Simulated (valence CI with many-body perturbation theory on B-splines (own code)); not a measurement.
The numbers below are computed, except where a source is named.
## Basis-set convergence for Tb34+

Method: valence CI with perturbative core correlation (CI+MBPT): three valence electrons over a frozen Dirac-Fock core [Ar] 3d10, radial functions for each j: 9 s, 9 p, 8 d, 6 f, 3 g, 1 h, with the one-electron correlation potential Σ1 (screened to all orders), the two-electron term Σ2, the three-electron term Σ3, Breit, model QED; selected single and double excitations, second order for the rest, scaled by the run's own slope (own B-spline code, finite nucleus).

No measured spectrum was set against this ion. As an estimate, large intervals hold to a few tenths of a per cent, small ones and those within an open d or f shell to about a per cent.

The reference run has the lowest level (4s^2 4p1/2) J=1/2 and an ionisation energy of 1444.43 eV. Its largest variational space holds 8647 state functions.

Levels are named by their leading jj configuration (3d3/2^4 stands for four electrons in 3d with j = 3/2), which in mixed levels can hold well under half, so a name can repeat and another be missing. Letters in brackets count levels of one name in rising energy.

Changed runs:
A. basis 6 s, 6 p, 5 d, 3 f, 1 g
B. basis 5 s, 5 p, 4 d, 2 f

Excitation energies of the reference run in cm⁻¹, and shifts in cm⁻¹:

```tsv
Level	Reference	A	B
(4s^2 4p3/2) J=3/2	393690	-24	-44
(4s 4p1/2^2) J=1/2	601453	-39	-99
(4s 4p1/2 4p3/2) J=3/2 [a]	915430	-168	-604
(4s 4p1/2 4p3/2) J=5/2	968627	-62	-155
(4s 4p1/2 4p3/2) J=3/2 [b]	1047150	+40	+290
(4s 4p1/2 4p3/2) J=1/2	1071110	+68	+412
(4s 4p3/2^2) J=5/2	1330230	-128	-400
(4s^2 4d3/2) J=3/2	1415150	+93	+601
(4s 4p3/2^2) J=1/2	1465340	+114	+685
(4s 4p3/2^2) J=3/2	1506470	+183	+1036
(4s^2 4d5/2) J=5/2	1531610	+208	+1202
(4p1/2^2 4p3/2) J=3/2	1660260	-23	+8.4
Ionisation energy (eV)	1444.43	-0.021	-0.08
```
